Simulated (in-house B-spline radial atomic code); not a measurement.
# Response and correlation of the xenon ion Xe⁸⁺

Closed shell [Kr] 4d10. Computed with a B-spline radial code for spherical atoms: Dirac-Hartree-Fock, relativistic RPA (time-dependent Dirac-Hartree-Fock) for the response and second-order many-body perturbation theory for correlation, no-pair Dirac-Coulomb Hamiltonian, finite nucleus.

Command:
```bash
python run_mb.py task.json out
```
Settings (nuclear radius in fm, box in bohr, cutoff in hartree):
```
basis_form          2
Z                   54
core_configuration  [Kr] 4d10
rms_radius          4.7859
mass_number         132
speed_of_light      137.036
box_radius          7.759
lmax                7
intervals           61
virtual_cutoff      72900.0
```

Time taken, with all properties: 40 s on 1 thread of AMD EPYC 7571, on a shared host.

```
multipole (bohr³, bohr⁵, bohr⁷)  uncoupled  coupled RPA
                         dipole    0.96414      0.83452
                     quadrupole    0.75282      0.84825
                       octupole     1.2288            ?
```

Task: What is the coupled octupole polarisability?

Result: 1.4218 atomic units, +16 % against the uncoupled value.

Task: Which subshells carry the dipole polarisability?

Result: 4d5/2 57.9 %, 4d3/2 37.4 %, 4p3/2 2.7 %.

Task: What does the dipole shielding factor come to?

Result: The dipole shielding factor is 0.852, against the exact N/Z = 46/54 = 0.852 of the non-relativistic theorem.

Dipole polarisability at imaginary frequency:

```json
{"u (Eh)": "0", "α(iu) (bohr³)": "0.8345"}
{"u (Eh)": "0.54", "α(iu) (bohr³)": "0.8175"}
{"u (Eh)": "1.35", "α(iu) (bohr³)": "0.7397"}
{"u (Eh)": "2.7", "α(iu) (bohr³)": "0.559"}
{"u (Eh)": "4.05", "α(iu) (bohr³)": "0.4047"}
{"u (Eh)": "5.4", "α(iu) (bohr³)": "0.297"}
{"u (Eh)": "8.1", "α(iu) (bohr³)": "0.1754"}
{"u (Eh)": "10.8", "α(iu) (bohr³)": "0.116"}
{"u (Eh)": "13.5", "α(iu) (bohr³)": "0.08321"}
{"u (Eh)": "18.9", "α(iu) (bohr³)": "0.05007"}
{"u (Eh)": "27", "α(iu) (bohr³)": "0.02908"}
{"u (Eh)": "40.5", "α(iu) (bohr³)": "0.01546"}
{"u (Eh)": "54", "α(iu) (bohr³)": "0.009715"}
{"u (Eh)": "81", "α(iu) (bohr³)": "0.004899"}
{"u (Eh)": "135", "α(iu) (bohr³)": "0.001977"}
{"u (Eh)": "270", "α(iu) (bohr³)": "0.0005471"}
```

Task: What dispersion coefficients follow for two such ions (the dispersion part alone)?

Result: C6 = (3/π)∫α(iu)²du = 2.09 hartree·bohr⁶ and C8 = 11.19 hartree·bohr⁸.

Lowest J = 1 odd-parity excitations:

```json
{"energy (eV)": "74.316", "oscillator strength": "0.00252", "leading channel": "4d5/2 → p3/2", "weight": "0.434"}
{"energy (eV)": "75.948", "oscillator strength": "0.906", "leading channel": "4d3/2 → p1/2", "weight": "0.556"}
{"energy (eV)": "77.696", "oscillator strength": "0.139", "leading channel": "4d3/2 → p3/2", "weight": "0.816"}
{"energy (eV)": "82.079", "oscillator strength": "0.0033", "leading channel": "4d5/2 → f5/2", "weight": "0.637"}
{"energy (eV)": "86.556", "oscillator strength": "0.0226", "leading channel": "4d3/2 → f5/2", "weight": "0.431"}
{"energy (eV)": "103.64", "oscillator strength": "7.98", "leading channel": "4d5/2 → f7/2", "weight": "0.523"}
{"energy (eV)": "119.87", "oscillator strength": "0.129", "leading channel": "4d5/2 → p3/2", "weight": "0.94"}
{"energy (eV)": "121.18", "oscillator strength": "0.186", "leading channel": "4d3/2 → p1/2", "weight": "0.872"}
```

Second-order correlation energy by the highest angular momentum of the excited pair (hartree): s -0.02519, p -0.2258, d -0.656, f -1.098, g -0.365, h -0.162, i -0.07435, k -0.03816.

Task: What is the second-order correlation energy at the partial-wave limit?

Result: The listed waves sum to -2.6449 hartree; extrapolating the increments as (l + 1/2)⁻⁴ gives -2.7229 hartree, -1.61 eV per electron.
